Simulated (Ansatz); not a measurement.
Program: Ansatz. Geometries: PBE0-D4/def2-TZVP. ΔE: electronic, gas phase. CCSD(T)/CBS adds triple-zeta CCSD(T) − MP2 to the extrapolated MP2 energy (def2 sets, frozen cores). DFT in def2-TZVPP. B3LYP here is the variant with VWN-RPA as its local correlation; programs differ in this. One conformer a species, not always the lowest.

`CC([SiH3])[SiH3]` → `C[SiH2]C[SiH3]`  (isomerisation)

```json
{"level": "r2SCAN-D4", "ΔE (kJ/mol)": "-61.4", "difference from CCSD(T)/CBS": "-4.0"}
{"level": "B3LYP-D4", "ΔE (kJ/mol)": "-57.3", "difference from CCSD(T)/CBS": "0.1"}
{"level": "B2PLYP", "ΔE (kJ/mol)": "-58.8", "difference from CCSD(T)/CBS": "-1.4"}
{"level": "r2SCAN", "ΔE (kJ/mol)": "-61.6", "difference from CCSD(T)/CBS": "-4.2"}
{"level": "PBE0", "ΔE (kJ/mol)": "-59.2", "difference from CCSD(T)/CBS": "-1.8"}
{"level": "B3LYP", "ΔE (kJ/mol)": "-59.8", "difference from CCSD(T)/CBS": "-2.4"}
{"level": "MP2/def2-TZVPP", "ΔE (kJ/mol)": "-57.1", "difference from CCSD(T)/CBS": "0.3"}
{"level": "SCS-MP2/def2-TZVPP", "ΔE (kJ/mol)": "-55.1", "difference from CCSD(T)/CBS": "2.3"}
{"level": "MP2/def2-QZVPP", "ΔE (kJ/mol)": "-58.0", "difference from CCSD(T)/CBS": "-0.6"}
{"level": "SCS-MP2/def2-QZVPP", "ΔE (kJ/mol)": "-56.2", "difference from CCSD(T)/CBS": "1.2"}
{"level": "CCSD(T)/CBS", "ΔE (kJ/mol)": "-57.4", "difference from CCSD(T)/CBS": "0"}
```

Largest T1 diagnostic among the species: 0.011.

CCSD(T)/CBS has its own doubt, a few kJ/mol and more with outer-core shells, so smaller differences from it don't rank the levels.
